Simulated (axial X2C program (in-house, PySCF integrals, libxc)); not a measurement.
## Density and ELF of WSi

Computed with an in-house relativistic program for diatomic molecules. Spin-free means the one-electron spin-free X2C Hamiltonian. Basis: W dyall-v3z [13s14p9d7f2g], Si dyall-v3z [8s7p2d1f] (cores contracted in-house); Gaussian nuclei, density fitting, unrestricted open shells. Masses: W 183.951 u, Si 27.977 u.

PBE0, without spin–orbit coupling, state M_S = 2, Λ = 1 (beyond evenly filled blocks: σα, π+α, π+β, π-α, δ+α, δ-α); W at z = 0, Si at z = 2.318 Å.

The maps cover the half plane through the axis: z from -2.4 to 4.2 Å along the bond, ρ from 0.15 to 2.25 Å away from it.

log10 of the density in e/bohr³:

```
 ρ\z  -2.4  -1.8  -1.2  -0.6   0.0   0.6   1.2   1.8   2.4   3.0   3.6   4.2
0.15  -3.0  -2.2  -1.4  -0.1   1.8  -0.1  -1.0  -0.7   1.0  -1.1  -1.6  -2.3
0.45  -3.0  -2.3  -1.5  -0.4   0.4  -0.4  -1.1  -1.0  -0.3  -1.2  -1.7  -2.4
0.75  -3.1  -2.4  -1.8  -0.9  -0.4  -0.9  -1.3  -1.3  -1.2  -1.4  -1.8  -2.5
1.05  -3.3  -2.6  -2.0  -1.4  -1.1  -1.4  -1.5  -1.5  -1.5  -1.6  -2.1  -2.7
1.35  -3.4  -2.8  -2.3  -1.8  -1.6  -1.7  -1.8  -1.8  -1.8  -2.0  -2.4  -2.9
1.65  -3.6  -3.1  -2.6  -2.2  -2.0  -2.1  -2.1  -2.2  -2.2  -2.3  -2.7  -3.2
1.95  -3.8  -3.3  -2.9  -2.5  -2.4  -2.4  -2.5  -2.5  -2.5  -2.7  -3.0  -3.5
2.25  -4.1  -3.6  -3.2  -2.9  -2.8  -2.8  -2.8  -2.9  -2.9  -3.1  -3.4  -3.8
```

Electron localisation function (collinear form, no current term, damped to 0 at low density):

```
 ρ\z  -2.4  -1.8  -1.2  -0.6   0.0   0.6   1.2   1.8   2.4   3.0   3.6   4.2
0.15  0.18  0.31  0.31  0.59  0.26  0.54  0.61  0.11  0.68  0.15  0.97  0.93
0.45  0.16  0.28  0.26  0.58  0.34  0.51  0.63  0.10  0.47  0.52  0.97  0.91
0.75  0.13  0.25  0.23  0.40  0.61  0.34  0.65  0.54  0.15  0.90  0.95  0.87
1.05  0.09  0.22  0.26  0.33  0.46  0.32  0.64  0.69  0.71  0.92  0.92  0.77
1.35  0.06  0.19  0.29  0.37  0.42  0.39  0.57  0.60  0.70  0.84  0.82  0.57
1.65  0.03  0.15  0.29  0.40  0.42  0.41  0.46  0.44  0.52  0.66  0.62  0.29
1.95  0.01  0.09  0.23  0.34  0.37  0.34  0.31  0.27  0.31  0.39  0.33  0.08
2.25  0.00  0.03  0.14  0.23  0.26  0.22  0.16  0.14  0.15  0.17  0.10  0.01
```

Axial spin density in 10⁻³ e/bohr³:

```
 ρ\z  -2.4  -1.8  -1.2  -0.6    0.0   0.6   1.2   1.8    2.4   3.0   3.6   4.2
0.15   0.2   1.3  10.3  91.6   96.5  80.5  10.7  -1.2  -18.3  -5.0  -2.9  -0.7
0.45   0.2   1.3   9.1  67.8   48.7  66.3  10.1  -1.6   -0.5  -5.1  -2.5  -0.6
0.75   0.2   1.2   7.4  44.8  103.5  46.2   8.3  -1.2   -3.4  -4.2  -1.9  -0.5
1.05   0.2   1.0   5.5  25.4   51.4  26.1   5.8  -0.7   -2.9  -2.7  -1.2  -0.4
1.35   0.1   0.7   3.5  12.7   21.7  12.8   3.5  -0.4   -1.7  -1.5  -0.7  -0.2
1.65   0.1   0.5   2.0   6.0    9.0   5.9   1.8  -0.2   -0.9  -0.8  -0.4  -0.1
1.95   0.1   0.3   1.1   2.6    3.7   2.5   0.9  -0.1   -0.4  -0.4  -0.2  -0.1
2.25   0.1   0.2   0.5   1.1    1.5   1.1   0.4   0.0   -0.2  -0.2  -0.1   0.0
```

The state is a single determinant with fixed occupations, the lowest that a limited PBE0 search found. Other states lie close and PBE0, whose exact exchange favours high spin, may order them wrongly; the determinant shown need not be the ground state. The nearest other spin-free determinant of the search, M_S = 2, Λ = 0, lies 0.46 eV up at the distance of the search. The functionals have no current-density term, which raises determinants with orbital currents, atoms included. The determinant is spin-polarised beyond a pure state at some levels (its spin-free form has ⟨S²⟩ too high), which makes Re and μ there less reliable.
